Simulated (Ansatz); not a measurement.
C₂H₇ClFNSZr, SMILES `C[N](C)[Zr]([F])([SH])[Cl]`, relaxed with RKS PBE0-D4/def2-TZVP in the Gaussian-basis code of Ansatz from a GFN2-xTB geometry. The force threshold is 0.005 eV/Å; the program also tests the step.

Charge 0, multiplicity 1. Zr: def2 effective core potential.

Start:

```xyz
14

C    -0.798    0.605    1.155
N     0.335    0.761    0.241
C     1.498    0.022    0.731
Zr   -0.177    0.185   -1.590
F    -1.863    0.869   -2.002
S    -0.700   -2.173   -1.184
Cl    1.582    0.464   -3.019
H    -1.034   -0.468    1.325
H    -0.568    1.060    2.129
H    -1.677    1.114    0.733
H     1.267   -1.056    0.872
H     1.824    0.426    1.700
H     2.329    0.132    0.018
H    -2.018   -1.942   -1.108
```

Q: By how much does the energy fall, and how many steps does the optimiser take? (Best estimate.)

A: The calculation gave: 51.98 kJ/mol, in 24 steps, 1 of them rejected.

Q: Which bonds change most? (Best estimate.)

A: The calculation gave: Zr4–Cl7 from 2.284 to 2.368 Å; Zr4–F5 from 1.865 to 1.902 Å; C1–N2 from 1.464 to 1.444 Å.

Q: Give the relaxed structure. (Estimate.)

A: The calculation gave: 
```xyz
14

C    -0.692    0.841    1.489
N     0.070    0.277    0.400
C     1.397   -0.164    0.778
Zr   -0.488    0.040   -1.489
F    -2.108    0.990   -1.794
S    -0.853   -2.380   -1.548
Cl    1.260    0.656   -2.963
H    -0.829    0.107    2.293
H    -0.185    1.716    1.915
H    -1.681    1.156    1.148
H     1.347   -0.937    1.554
H     2.000    0.671    1.156
H     1.927   -0.591   -0.080
H    -1.165   -2.382   -2.860
```
